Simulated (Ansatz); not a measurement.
The inner images of a band of C2H7NSSi (12 atoms, charge 0, multiplicity 1) are given out of order.

Level of theory: RKS PBE-D4/cc-pVDZ in Ansatz.

Image 0:

```xyz
12
Properties=species:S:1:pos:R:3
N -0.556 1.483 0.373
C -0.190 0.204 -0.090
Si 1.426 -0.534 0.603
C -1.254 -0.723 -0.550
S -0.253 -0.225 -2.011
H -1.377 1.857 -0.123
H 0.206 2.166 0.275
H 1.540 -1.957 0.133
H 1.422 -0.497 2.118
H 2.587 0.296 0.112
H -2.289 -0.335 -0.531
H -1.183 -1.790 -0.274
```

Image 6:

```xyz
12
Properties=species:S:1:pos:R:3
N -0.610 1.554 0.050
C -0.185 0.207 -0.264
Si 1.351 -0.526 0.602
C -1.281 -0.709 -0.708
S -0.183 -0.217 -2.090
H -0.989 1.564 1.011
H 0.204 2.186 0.062
H 1.559 -1.976 0.249
H 1.189 -0.399 2.105
H 2.553 0.293 0.196
H -2.286 -0.257 -0.751
H -1.246 -1.775 -0.427
```

Q: Put them in order from the first end to the last, with their energies above the first end.
A.
```xyz
12
Properties=species:S:1:pos:R:3
N -0.516 1.576 -0.036
C -0.154 0.220 -0.250
Si 1.368 -0.516 0.630
C -1.242 -0.705 -0.678
S -0.111 -0.399 -2.085
H -1.350 1.674 0.554
H 0.244 2.148 0.345
H 1.523 -1.973 0.292
H 1.224 -0.358 2.132
H 2.586 0.267 0.206
H -2.243 -0.253 -0.792
H -1.252 -1.736 -0.284
```
B.
```xyz
12
Properties=species:S:1:pos:R:3
N -0.499 1.493 0.227
C -0.173 0.210 -0.148
Si 1.411 -0.534 0.592
C -1.236 -0.700 -0.637
S -0.161 -0.387 -2.090
H -1.461 1.818 0.205
H 0.227 2.175 0.426
H 1.520 -1.981 0.207
H 1.343 -0.407 2.103
H 2.604 0.260 0.123
H -2.251 -0.265 -0.714
H -1.247 -1.738 -0.258
```
C.
```xyz
12
Properties=species:S:1:pos:R:3
N -0.562 1.570 -0.047
C -0.158 0.211 -0.272
Si 1.342 -0.513 0.659
C -1.245 -0.713 -0.717
S -0.087 -0.345 -2.087
H -1.210 1.616 0.753
H 0.243 2.168 0.179
H 1.528 -1.974 0.342
H 1.151 -0.343 2.154
H 2.565 0.276 0.261
H -2.242 -0.255 -0.834
H -1.248 -1.755 -0.355
```
D.
```xyz
12
Properties=species:S:1:pos:R:3
N -0.484 1.559 0.038
C -0.163 0.223 -0.198
Si 1.394 -0.524 0.602
C -1.237 -0.699 -0.651
S -0.130 -0.430 -2.085
H -1.440 1.764 0.334
H 0.219 2.138 0.496
H 1.509 -1.976 0.237
H 1.304 -0.385 2.112
H 2.603 0.257 0.150
H -2.245 -0.257 -0.754
H -1.253 -1.727 -0.247
```
E.
```xyz
12
Properties=species:S:1:pos:R:3
N -0.530 1.466 0.359
C -0.182 0.202 -0.112
Si 1.422 -0.538 0.595
C -1.245 -0.709 -0.603
S -0.194 -0.298 -2.050
H -1.431 1.841 0.047
H 0.209 2.173 0.335
H 1.532 -1.978 0.183
H 1.393 -0.431 2.105
H 2.599 0.266 0.099
H -2.266 -0.286 -0.649
H -1.231 -1.763 -0.275
```

A: E (+0.035 eV), B (+0.151 eV), D (+0.208 eV), A (+0.203 eV), C (+0.189 eV).

Run time: 100 s on 2 threads of Arm Neoverse V1, with other jobs on the host, peak memory 0.17 GiB.
